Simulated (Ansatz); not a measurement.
One change: `CBC(N)=[Se]` becomes `CBC=[Se]`.

Ansatz, PBE0-D4/def2-TZVP geometries, multiplicity 1. Each molecule was computed in one conformer, which needn't be the lowest. `CBC(N)=[Se]` holds a close contact that its SMILES doesn't draw: Se···B 2.36 Å.

Scalar relativity is left out up to krypton. Spin–orbit coupling is left out; it splits and shifts lone-pair levels of the heavy atoms by tenths of an eV.

```json
{"property": "HOMO–LUMO gap (B3LYP/def2-TZVPP) / eV", "`CBC(N)=[Se]`": "5.03"}
{"property": "zero-point energy (PBE0-D4/def2-TZVP) / kJ/mol", "`CBC(N)=[Se]`": "218.8"}
{"property": "size of the dipole moment (ωB97M-V/def2-TZVPP) / D", "`CBC(N)=[Se]`": "4.33"}
{"property": "HOMO energy (PBE/def2-TZVPP) / eV", "`CBC(N)=[Se]`": "-5.62"}
{"property": "ideal-gas entropy at 298 K and 1 bar (rigid rotor, harmonic PBE0-D4/def2-TZVP) / J/(mol·K)", "`CBC(N)=[Se]`": "343"}
{"property": "LUMO energy (PBE0/def2-TZVPP) / eV", "`CBC(N)=[Se]`": "-1.20"}
```

Task: What does the change do to each property? (Estimate.)

Result: Computed: 
| property | `CBC=[Se]` | shift |
| --- | --- | --- |
| HOMO–LUMO gap (B3LYP/def2-TZVPP) / eV | 3.49 | -1.54 |
| zero-point energy (PBE0-D4/def2-TZVP) / kJ/mol | 168.2 | -50.6 |
| size of the dipole moment (ωB97M-V/def2-TZVPP) / D | 1.43 | -2.90 |
| HOMO energy (PBE/def2-TZVPP) / eV | -5.57 | 0.05 |
| ideal-gas entropy at 298 K and 1 bar (rigid rotor, harmonic PBE0-D4/def2-TZVP) / J/(mol·K) | 327 | -16 |
| LUMO energy (PBE0/def2-TZVPP) / eV | -2.74 | -1.54 |

The zero-point energy changes by -50.6 kJ/mol with -6 modes. Dipoles are sizes alone; their direction can turn.

Positive LUMOs are unbound, so they and the gaps depend on the basis.

B3LYP here is the variant with VWN-RPA as its local correlation; programs differ in this.
